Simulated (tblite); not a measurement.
Compound: C4H8GeO3Si.
SMILES with atom numbers: `[CH2:1]=[CH:2][GeH2:3][C@@H:4]1[O:5][SiH2:6][O:7][C:8]1=[O:9]` (hydrogens: H10, H11 on C1; H12 on C2; H13, H14 on Ge3; H15 on C4; H16, H17 on Si6)

Computed with GFN2-xTB (tblite), gas phase: L-BFGS steps from a force-field or distance-geometry start until the largest atomic force falls under 0.01 eV/Å.

Geometry at step 6:
```
atom  x, y, z in Å
C1     -1.6948    1.4725    0.5359
C2     -1.8880    0.1755    0.7234
Ge3    -1.2646   -1.1408   -0.5625
C4      0.7277   -1.0529   -0.6587
O5      1.2856   -1.1059    0.6275
Si6     2.0865    0.2658    1.0164
O7      1.8585    0.9772   -0.4624
C8      1.1480    0.2228   -1.3079
O9      0.8661    0.5530   -2.4230
H10    -2.0438    2.2144    1.2369
H11    -1.1792    1.8412   -0.3383
H12    -2.4095   -0.1657    1.6077
H13    -1.8326   -0.8653   -1.9212
H14    -1.6419   -2.5235   -0.0961
H15     1.0842   -1.8881   -1.2635
H16     3.4927    0.0077    1.2372
H17     1.3982    1.0242    2.0387
```

**Question.** What forces act on the atoms?

**Answer.** 
| atom | Fx (eV/Å) | Fy (eV/Å) | Fz (eV/Å) |
| --- | --- | --- | --- |
| C1 | -0.020 | -0.005 | 0.038 |
| C2 | -0.034 | 0.140 | 0.048 |
| Ge3 | -0.022 | 0.002 | -0.013 |
| C4 | 0.128 | -0.063 | 0.043 |
| O5 | -0.010 | -0.100 | 0.113 |
| Si6 | -0.129 | -0.177 | -0.093 |
| O7 | 0.002 | 0.059 | -0.096 |
| C8 | 0.012 | 0.093 | 0.169 |
| O9 | -0.063 | 0.082 | -0.058 |
| H10 | 0.028 | 0.060 | 0.015 |
| H11 | -0.017 | 0.036 | 0.009 |
| H12 | 0.001 | -0.007 | 0.031 |
| H13 | 0.056 | -0.082 | -0.059 |
| H14 | 0.025 | -0.014 | -0.060 |
| H15 | 0.084 | -0.086 | 0.010 |
| H16 | 0.094 | -0.039 | -0.101 |
| H17 | -0.134 | 0.101 | 0.004 |

The largest, 0.24 eV/Å, acts on Si6; the rms over all components is 0.074 eV/Å. The forces sum to zero within rounding, as they must for an isolated molecule in no field.

**Question.** Give the force on Si6 in Eh/bohr and in nN.

**Answer.** 0.238 eV/Å ÷ 51.422 = 0.00463 Eh/bohr, and 0.238 eV/Å × 1.602 = 0.38 nN.

**Question.** How far is this geometry from the end of the optimisation?

**Answer.** 0.050 eV above it, and 0.355 Å rms away after alignment. The bonds farthest from their final lengths, with half the difference of the two atoms' forces along the bond (positive lengthens):

```
   bond  now (Å)  final (Å)  force along bond (eV/Å)
 C2–Ge3    1.943      1.952                    +0.07
Si6–H17    1.447      1.454                    +0.11
  O7–C8    1.337      1.330                    -0.10
 Ge3–C4    1.997      2.002                    +0.07
 O5–Si6    1.635      1.631                    -0.09
  C8=O9    1.197      1.200                    +0.11
```

The angle farthest from its final value is Ge3–C4–C8, 109.9° against 102.8°.

What follows is the cost of the whole relaxation. Time: 0.97 s of wall time. Hardware: one thread of an Arm Neoverse V2, shared host with 32 logical CPUs at a one-minute load of 20.
